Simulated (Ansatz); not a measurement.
AlCl, SMILES `[Al][Cl]` (excited triplet) (charge 0, multiplicity 3). This triplet is an excited state, 2.96 eV above the relaxed singlet at the level composite: frozen-core CCSD(T) with HF/cc-pV5Z and the correlation energy extrapolated as X^-3 from cc-pVQZ and cc-pV5Z, plus CCSDT(Q) minus CCSD(T) in cc-pVTZ // B3LYP-D3(BJ)/def2-TZVP (Ansatz, a quantum-chemistry and plane-wave program).

Method: r2SCAN/cc-pVTZ // B3LYP-D3(BJ)/def2-TZVP in Ansatz.

Ansatz 0.2 input:
```yaml
crystal:
  periodic: [false, false, false]
  atoms:
    - { symbol: Al, position_ang: [1.062733, -0.000005, -0.000004] }
    - { symbol: Cl, position_ang: [-1.062733, 0.000005, 0.000004] }
basis:
  gaussian: { orbitals: cc-pVTZ }
hamiltonian:
  xc: r2scan
magnetization:
  spin_polarized: true
  initial_magnetization: 2
```

Output:

```
Functional definition: r2SCAN
546 factors; their error is unknown
mean field evaluation 1: about -19116.6688 eV, gradient 1.1e1 eV
mean field evaluation 2: about -19115.8115 eV, gradient 1.6e1 eV
mean field evaluation 4: about -19117.4325 eV, gradient 8.0e-1 eV
mean field evaluation 8: about -19117.4204 eV, gradient 4.7e-3 eV
mean field evaluation 16: about -19117.4228 eV, gradient 7.1e-2 eV
mean field -19117.42039267 eV, -702.5522411778 hartree, gradient 7.1e-5 eV, S^2 2.002479; 1 other end points of the search recorded, 0 dependent functions left out
reference -19117.42040585 eV, -702.5522416620 hartree; 16, 14 occupied and 52, 54 virtual orbitals, 546 factors
Total energy: -19117.42040585 eV, -702.5522416620 hartree
```
